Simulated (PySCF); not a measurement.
**Ge (germanium, neutral) across methods**

[Ar] 3d10 4s2 4p1 5s1, high-spin 3P determinant (an excited configuration). Calculation: PySCF 2.14, in aug-cc-pwCVTZ-PP with ECP10MDF (8s7p6d4f1g, 96 functions); scalar relativity through the core potential.

| method | E (hartree) | mean ε 4s β (eV) | mean ε 4p α (eV) | mean ε 5s α (eV) | Σ⟨r²⟩ (bohr²) | ⟨S²⟩ |
| --- | --- | --- | --- | --- | --- | --- |
| PW91 | -294.4900 | -14.642 | -7.155 | -1.937 | 69.89 | 2.002 |
| LDA | -293.9071 | -14.926 | -7.096 | -1.938 | 69.09 | 2.001 |
| PBEsol | -294.0620 | -14.600 | -7.086 | -1.918 | 69.97 | 2.002 |
| TPSSh | -294.2879 | -14.905 | -7.725 | -2.007 | 71.13 | 2.003 |
| wB97M-V | -294.1839 | -17.956 | -10.178 | -3.029 | 69.55 | 2.002 |
| UHF | -293.18849 | -17.586 | -10.992 | -2.942 | 72.37 | 2.010 |
| PBE0 | -294.3314 | -15.575 | -8.225 | -2.259 | 70.61 | 2.003 |
| PBE | -294.3785 | -14.555 | -7.111 | -1.921 | 70.14 | 2.002 |

Problem. Estimate the same row for r2SCAN.

Solution. E (hartree) = -294.2429; mean ε 4s β (eV) = -14.930; mean ε 4p α (eV) = -7.550; mean ε 5s α (eV) = -1.897; Σ⟨r²⟩ (bohr²) = 70.27; ⟨S²⟩ = 2.005.

Energies and moments cover only the electrons outside the core potential. The outer electron is Rydberg-like, and this basis confines it to a smaller radius and binds it less than a complete one would.
